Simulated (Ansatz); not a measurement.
The cluster Al₃Cl. Charge 0, multiplicity 5. Geometry PBE-D4/def2-TZVP; atoms count from 1.

```tsv
atom	x (Å)	y (Å)	z (Å)
Al1	0.0256	0.4479	-0.0302
Al2	-1.3170	-1.3669	1.0860
Al3	1.1446	-1.6407	-0.8831
Cl4	0.1468	2.5597	-0.1727
```

At PBE0-D4/def2-TZVP a broken-symmetry singlet of charge 0 lies 1.44 eV below the quintet, each at its own geometry. The structure comes from a short search, and lower isomers may exist.

(1) Estimate the Mulliken populations from the PBE0/def2-TZVP orbitals of Ansatz.

(2) Where does the spin sit?

(3) And the Mayer bond orders between heavy atoms (over 0.3)?

Answers

(1) 
| atom | charge (e) | spin (α − β) |
| --- | --- | --- |
| Al1 | 0.19 | 1.12 |
| Al2 | 0.03 | 1.40 |
| Al3 | 0.03 | 1.40 |
| Cl4 | -0.25 | 0.08 |
Mulliken values depend strongly on the basis.

(2) Summed by element: Al 3.92, Cl 0.08, of 4 unpaired in all. Largest on single atoms: Al2 1.40, Al3 1.40, Al1 1.12.

(3) Al1–Al2 1.06 (2.52 Å); Al1–Al3 1.06 (2.52 Å); Al1–Cl4 1.14 (2.12 Å); Al2–Al3 0.69 (3.16 Å).
